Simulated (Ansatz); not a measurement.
`[CH3][GeH2][SiH2]Cl` + `CNCCN` → `[CH3][GeH2][CH2]N` + `CNC[SiH2]Cl`  (formal exchange of groups at a Ge–Si bond)

Gas-phase electronic energies from Ansatz, PBE0-D4/def2-TZVP geometries. CBS: MP2 limit from def2 TZ/QZ plus the TZ coupled-cluster correction, frozen cores. Functionals use def2-TZVPP. For Ge outer-core shells are correlated without core-valence functions, which leaves a few kJ/mol of doubt a bond. Scalar relativity is left out up to krypton. One conformer a species, not always the lowest.

(1) Is it downhill or uphill in electronic energy at CCSD(T)/CBS, and by how much? (Estimate.)

(2) What do these levels give: r2SCAN-D4, ωB97X-V, B2PLYP, r2SCAN, SCS-MP2/def2-TZVPP, HF/CBS(def2)? (An estimate is asked.)

Largest T1 diagnostic among the species: 0.010.

Results:

(1) Ansatz gave: Uphill: ΔE = +0.26 eV.

(2) The calculation gave: r2SCAN-D4 0.31, ωB97X-V 0.28, B2PLYP 0.27, r2SCAN 0.32, SCS-MP2/def2-TZVPP 0.22, HF/CBS(def2) 0.30 eV.

In def2-TZVPP, CCSD(T) changes the Hartree–Fock value by −0.04 eV (the triples alone add −0.00 eV) and MP2 by −0.09 eV.
